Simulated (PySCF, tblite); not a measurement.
Compound: C5H9BO2.
Numbering: `[CH2:1]=[C:2]1[CH2:3][CH2:4][O:5][B:6]([OH:7])[CH2:8]1` (hydrogens: H9, H10 on C1; H11, H12 on C3; H13, H14 on C4; H15 on O7; H16, H17 on C8)

Jobs on this species (17 atoms, 60 electrons) with PySCF (density fitting) and tblite. Hardware of each: an Arm Neoverse N1 with one thread, no GPU (shared host). Times come from a shared host and carry two figures at best.

```csv
level and settings,work,basis functions,SCF cycles,wall time
GFN2-xTB,L-BFGS relaxation,–,–,0.72 s
PBE0/pcSseg-1,"shieldings, ring-centre shieldings, charges and field gradients",181,?,?
GFN2-xTB,Hessian by finite differences,–,–,0.81 s
CAM-B3LYP/def2-SVPD,"8 singlets by full TDDFT, 3 Tamm–Dancoff triplets, polarisability, density and orbital grids written",238,13,2.0 min
```

Fill in the missing figures.

- PBE0/pcSseg-1; shieldings, ring-centre shieldings, charges and field gradients: 48 s, 14 SCF cycles

What do all jobs in the table cost together?

About 2.8 min; the longest takes about 71 % of that, and about 170 times as long as the shortest.
